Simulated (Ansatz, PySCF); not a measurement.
This Ansatz (a program for electronic structure) input computes a PBE/def2-TZVPD energy:

Ansatz 0.2 input:
```yaml
crystal:
  periodic: [false, false, false]
  atoms:
    - {symbol: Ba, position_ang: [-0.00000000, -0.00000000, -0.24333519]}
    - {symbol: O, position_ang: [0.00000000, 0.00000000, 1.70334633]}
basis:
  gaussian:
    orbitals: def2-TZVPD
hamiltonian:
  xc: {name: PBE}
output: {forces: true}
```

Problem. Write an input for the same energy in PySCF and say what it gives.

Solution. 
```python
from pyscf import gto, scf, dft

mol = gto.M(
    atom='''
    Ba   -0.00000000   -0.00000000   -0.24333519
    O     0.00000000    0.00000000    1.70334633
    ''',
    basis='def2-tzvpd',
    ecp='def2-tzvp',
    charge=0,
    spin=0,
    verbose=4,
)

mf = dft.RKS(mol, xc='pbe').density_fit(auxbasis='def2-universal-jkfit')
mf.grids.level = 3
mf.conv_tol = 1e-9
mf.max_cycle = 100
mf.max_memory = 1500
mf.kernel()
if not mf.converged:
    mf = mf.newton()
    mf.kernel(mf.make_rdm1())
mf.analyze()
```
It gives -100.69475 Eh, and Ansatz -100.70684 Eh, a difference of 12.09 mEh. That is more than fitting and grids explain: the two runs ended on different electronic states or use different definitions.
